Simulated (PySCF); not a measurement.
**Dipole response of Ge⁻ (germanium, charge -1)**

[Ar] 3d10 4s2 4p3, high-spin 4S determinant. All numbers are calculated (PySCF 2.14, a scalar-relativistic core potential, in aug-cc-pVQZ-PP with one added diffuse shell each of s, p, d, f, g type with ECP10MDF (8s7p6d4f3g, 114 functions)). Coupled (time-dependent) response in atomic units; α is the mean over directions.

| method | mean α (bohr³) | C₆ (like pair) | S(−4) |
| --- | --- | --- | --- |
| UHF | 155.5 | 2196 | 17690 |

S(−4) is the Cauchy moment in α(ω) = α(0) + S(−4) ω² + …

α(iu) at UHF:

```
u (hartree)  α(iu) (bohr³)
          0          155.5
     0.0500          124.6
      0.100          86.75
      0.200          47.42
      0.300          29.75
      0.500          14.77
      0.750          7.878
       1.00          4.933
       1.50          2.527
       2.00          1.576
       3.00         0.8114
       5.00         0.3436
```

A single London oscillator, α(iu) = α/(1 + u²/ω²), gives C₆ = (3/4) ω α². Matching the computed C₆ needs ω = 4 × 2196 / (3 × 155.5²) = 0.121 hartree.

For an ion, C₆ is the dispersion term alone; charge-induced terms of lower order in 1/R come first.

Energies and moments cover only the electrons outside the core potential.
